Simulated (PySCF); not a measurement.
C6H8N2Se.
Atom-mapped SMILES: `[cH:1]1[n:2][se:3][n:4][c:5]1[CH:6]1[CH2:7][CH2:8][CH2:9]1` (hydrogens: H10 on C1; H11 on C6; H12, H13 on C7; H14, H15 on C8; H16, H17 on C9)

Method used: PBE0-D3(BJ)/def2-SVP geometry optimisation, gas phase in PySCF 2.14.0.

Problem. What internal coordinates does the optimisation give?

Solution. 
```tsv
bond	length (Å)
C1–N2	1.301
N2–Se3	1.801
Se3–N4	1.798
N4–C5	1.307
C5–C6	1.494
C6–C7, C6–C9	1.555
C7–C8, C8–C9	1.542
C1–C5	1.453
C1–H10	1.096
C6–H11	1.098
C7–H12, C9–H16	1.099
C7–H13, C9–H17	1.100
C8–H14	1.101
C8–H15	1.099
```

Bonds in one row agree within 0.01 Å and their mean is given. A selection of angles:
```tsv
angle	degrees
N2–C1–C5	117.3
C1–N2–Se3	106.9
N2–Se3–N4	92.7
Se3–N4–C5	107.9
N4–C5–C6	121.0
C1–C5–N4	115.1
C1–C5–C6	123.8
C5–C6–C7	115.7
C7–C6–C9	88.8
C6–C7–C8	90.4
C7–C8–C9	89.8
```

Torsions: N4–C5–C6–C7 -132° (anticlinal); C5–C6–C7–C8 -111° (anticlinal); C6–C7–C8–C9 -6° (synperiplanar); C7–C8–C9–C6 6° (synperiplanar); C5–C6–C9–C8 112° (anticlinal). The mirror-image conformer, all signs reversed, is as good.

The 5-membered ring C1–N2–Se3–N4–C5 has internal angles of 92.7° to 117.3° (sum 540°, against 540° for a flat polygon); it is planar, 0.00 Å rms from its mean plane, widest ring torsion 0°. The C–C distances run from 1.453 Å (C1–C5, aromatic) to 1.556 Å (C6–C9, drawn single), a spread of 0.103 Å. The 4-membered ring C6–C7–C8–C9 has internal angles of 88.8° to 90.4° (sum 359°, against 360° for a flat polygon); it is slightly puckered (a soft mode that the optimisation may not have finished), 0.04 Å rms from its mean plane, widest ring torsion 6°. Of the pairs four or more bonds apart, C1···H13 is among the closest relative to their van der Waals radii: 2.91 Å, 100 % of the sum of Bondi's values.

Point group: near Cs, missed by 0.17 Å at most; the miss may be what the optimiser left on a soft mode. PBE0-D3(BJ)/def2-SVP frequencies: not computed here. The numbers are those of one conformer.
